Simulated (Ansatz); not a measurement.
`B[SiH](F)OC` + `BCC#C` → `B[SiH](B)F` + `C#CCOC` at 500 K and 1 bar (formal exchange of groups at the Si–O bond).

Computed with Ansatz on PBE0-D4/def2-TZVP structures; ΔE is electronic, products minus reactants. CCSD(T)/CBS adds triple-zeta CCSD(T) − MP2 to the extrapolated MP2 energy (def2 sets, frozen cores). Each species was taken in one conformer, which may not be the lowest.

```
      species  CCSD(T)/CBS energy (Eh)  H − E (kJ/mol)  S (J/(mol·K))
`B[SiH](F)OC`               -530.56175           245.2          432.4
      `BCC#C`               -141.86772           209.9          351.8
 `B[SiH](B)F`               -441.44960           179.3          390.8
     `C#CCOC`               -230.89724           275.4          373.4
```

H − E and S are ideal-gas, rigid-rotor, harmonic terms from PBE0-D4/def2-TZVP, for one conformer and one mirror image of each species. 1 Eh = 2625.50 kJ/mol, R = 8.31446 J/(mol·K).

Task: By hand: ΔE, ΔH, ΔS and ΔG.

Result: ΔE = (-441.44960) + (-230.89724) − (-530.56175) − (-141.86772) = 0.08263 Eh = 216.9 kJ/mol. Δ(H − E) = 179.3 + 275.4 − 245.2 − 209.9 = -0.4, so ΔH = 216.5 kJ/mol. ΔS = 390.8 + 373.4 − 432.4 − 351.8 = -20.0 J/(mol·K). ΔG = 216.5 − 500 × (-20.0)/1000 = 226.5 kJ/mol.

Task: By hand: the equilibrium constant, and the temperature at which ΔG would vanish if ΔH and ΔS stayed fixed.

Result: log₁₀ K = −ΔG/(RT ln 10) = -23.7. ΔH and −TΔS have one sign here, so there is no such temperature.

ΔH outweighs TΔS. A doubt of 5 kJ/mol in ΔE shifts log₁₀ K by 0.5 here. Other conformers and mirror images would add mixing entropy, several J/(mol·K) or more a flexible species. These are equilibria of isolated gas molecules and say nothing of rates. Largest T1 diagnostic: 0.013 (customary marks: 0.02 for closed shells, 0.045 for open ones).
